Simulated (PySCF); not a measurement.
Potential energy of LiAs along the bond

Set-up: Li pcseg-2, As pcseg-2; no relativity (PySCF 2.14). Energies in eV from Li + As in their ground configurations at the same level. All curves are PBE0. state 1: ³Σ⁻ (triplet), unpaired electrons π ↑↑; state 2: Ms = 0 determinant of mixed spin (⟨S²⟩ near 1.0), unpaired electrons π ↑↓, a mixture of terms (⟨Lz²⟩ = 2.0), a second solution, started from another occupation; state 3: ³Π (triplet), unpaired electrons σ ↑, π ↑, a second solution, started from another occupation; state 4: Ms = 0 determinant of mixed spin (⟨S²⟩ near 1.0), unpaired electrons σ ↓, π ↑, a second solution, started from another occupation.

| R (Å) | state 1 | state 2 | state 3 | state 4 |
| --- | --- | --- | --- | --- |
| 2.083 | -1.303 | -1.005 | -0.8559 | -0.5053 |
| 2.180 | -1.514 | -1.213 | -0.9586 | -0.6168 |
| 2.277 | -1.632 | -1.329 | -0.9917 | -0.6588 |
| 2.349 | -1.674 | -1.369 | -0.9827 | -0.6565 |
| 2.422 | -1.686 | -1.378 | -0.9518 | -0.6323 |
| 2.495 | -1.673 | -1.363 | -0.9040 | -0.5910 |
| 2.591 | -1.628 | -1.314 | -0.8207 | -0.5164 |
| 2.713 | -1.538 | -1.219 | -0.6951 | -0.4011 |
| 2.858 | -1.399 | -1.073 | -0.5258 | -0.2437 |
| 3.052 | -1.191 | -0.851 | -0.2876 | -0.0203 |

Put a parabola through the three lowest points of the state 1 curve and estimate Re, k and ωe (reduced mass 6.415 u; 1 eV/Å² = 0.16022 mdyn/Å; ωe = 1302.8·√(k/μ) cm⁻¹).

Through R = 2.349, 2.422, 2.495 Å the second-order coefficient is 2.35 eV/Å², so Re ≈ 2.421 Å, k ≈ 0.752 mdyn/Å and ωe ≈ 446 cm⁻¹. A polynomial fit of higher order to the unrounded PBE0 energies gives Re = 2.418 Å, k = 0.742 mdyn/Å, ωe = 443 cm⁻¹; anharmonicity and rounding make the difference.

The higher-order fit for each curve: state 1: Re = 2.418 Å, ωe = 443 cm⁻¹, De = 1.69 eV; state 2: Re = 2.411 Å, ωe = 449 cm⁻¹, minimum 1.38 eV below the ground-state fragments; state 3: Re = 2.287 Å, ωe = 466 cm⁻¹, minimum 0.99 eV below the ground-state fragments; state 4: Re = 2.306 Å, ωe = 452 cm⁻¹, minimum 0.66 eV below the ground-state fragments.

Spin–orbit coupling is left out. The state is the lowest determinant that a PBE0 search found; another state may lie lower at other levels.
